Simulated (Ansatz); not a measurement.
Problem. Predict a relaxed structure of (H2In-mu-OH)2 (In₂O₂H₆), charge 0, singlet, at PBE0-D4/def2-SVP (Ansatz).

Solution. 
```xyz
10

In    0.599   -1.092   -1.134
H     0.832   -0.441   -2.702
H     0.833   -2.639   -0.406
O    -1.296   -0.309   -0.399
In   -0.591    1.323    0.860
H    -0.746    2.761   -0.057
H    -0.900    0.879    2.499
O     1.299    0.408    0.282
H    -1.856   -0.953    0.047
H     1.827    0.065    1.012
```
Point group C2v (tolerance 0.1 Å). This is one stationary point.

In the def2 sets In takes a core potential; there is no spin–orbit coupling.
